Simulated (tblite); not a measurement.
Compound: C5H15N3Si.
Numbering: `[CH2:1]=[C:2]([SiH2:3][NH2:4])[N:5]([CH3:6])[CH2:7][CH2:8][NH2:9]` (hydrogens: H10, H11 on C1; H12, H13 on Si3; H14, H15 on N4; H16, H17, H18 on C6; H19, H20 on C7; H21, H22 on C8; H23, H24 on N9)

Structure used (GFN2-xTB), in Å, numbered top down from 1:
```xyz
24
C5H15N3Si angstrom
C      1.650   -1.023   -1.308
C      0.844   -0.853   -0.252
Si     1.622   -0.713    1.476
N      1.246    0.817    2.167
N     -0.538   -0.929   -0.351
C     -1.131   -1.276   -1.620
C     -1.355   -0.106    0.503
C     -1.543    1.333   -0.011
N     -0.264    2.030   -0.065
H      1.308   -1.153   -2.321
H      2.716   -1.047   -1.175
H      3.066   -0.943    1.321
H      1.068   -1.752    2.359
H      0.865    1.546    1.574
H      1.820    1.196    2.900
H     -2.195   -1.459   -1.472
H     -1.016   -0.499   -2.389
H     -0.670   -2.192   -1.990
H     -2.344   -0.571    0.591
H     -0.899   -0.066    1.491
H     -2.188    1.873    0.687
H     -2.053    1.304   -0.989
H      0.367    1.534   -0.689
H     -0.388    2.969   -0.427
```

Method: GFN2-xTB as coded in tblite; computed harmonic values from a numerical Hessian at the method's own geometry, unscaled. The method is semi-empirical: single wavenumbers can be off by several per cent or more. Modes of hydrogen on silicon can be 10 to 20 % off. One conformer, not necessarily the lowest.

Harmonic wavenumbers (cm⁻¹): 60.7, 74.5, 106.9, 130.6, 173.1, 192.9, 231.1, 252.1, 273.8, 287.4, 327.7, 356.4, 386.0, 425.6, 469.1, 494.6, 509.6, 538.0, 614.9, 649.5, 695.5, 725.4, 807.0, 817.7, 828.4, 863.8, 889.5, 911.9, 920.8, 947.9, 1038.7, 1056.9, 1096.6, 1113.9, 1132.3, 1141.0, 1209.4, 1256.9, 1277.0, 1328.9, 1350.3, 1358.4, 1408.1, 1438.3, 1453.8, 1484.4, 1486.1, 1500.4, 1514.9, 1550.7, 1632.7, 2156.9, 2189.1, 2834.4, 2870.0, 2924.7, 2960.7, 2996.0, 3000.0, 3026.0, 3090.8, 3130.6, 3346.4, 3370.8, 3409.6, 3512.1.

A = 1571, B = 1231, C = 880.5 MHz; mass 145.104 u (most abundant isotopes); point group C1, symmetry number 1.

Question: What is the zero-point energy?

Answer: ½Σν̃ = 43805 cm⁻¹ = 125.25 kcal/mol.

Question: Entropy at 200 K, 1 bar (ideal gas, RRHO, classical rotation)?

Answer: Translation 38.87, rotation 28.43, vibration 22.70: S = 90.0 cal/(mol K).

Question: And Cp and H(200 K) − H(0)?

Answer: Cp = 35.62 cal/(mol K), of which vibrations give 27.67 (their classical limit is 66 R = 131.2); H(200 K) − H(0) = 4.22 kcal/mol without the zero-point energy, 2.63 from vibrations.

Question: Which modes carry the vibrational entropy at 200 K?

Answer: 60.7 cm⁻¹: 3.65; 74.5 cm⁻¹: 3.25; 106.9 cm⁻¹: 2.56; 130.6 cm⁻¹: 2.18; 173.1 cm⁻¹: 1.67; 192.9 cm⁻¹: 1.49 cal/(mol K); the other 60 give 7.89 together.

Question: Blend soft modes into free rotors: weight 1/[1 + (100 cm⁻¹/ν̃)⁴] for the oscillator and the rest for a rotor with moment μB/(μ + B), μ = h/(8π²ν), B = 10⁻⁴⁴ kg m². What vibrational entropy results?

Answer: 21.74 cal/(mol K) in place of 22.70, which changes −T·S at 200 K by +0.19 kcal/mol.

Hindered rotation and anharmonicity are outside this model. Other conformers, if any are populated, would add a mixing term that is left out. The structure is chiral; the term R ln 2 for an equal mix with its mirror image is left out.

The run took 4.2 s of wall time on an Intel Xeon at 2.50 GHz with one thread, shared host. The figure is for the frequency step alone.
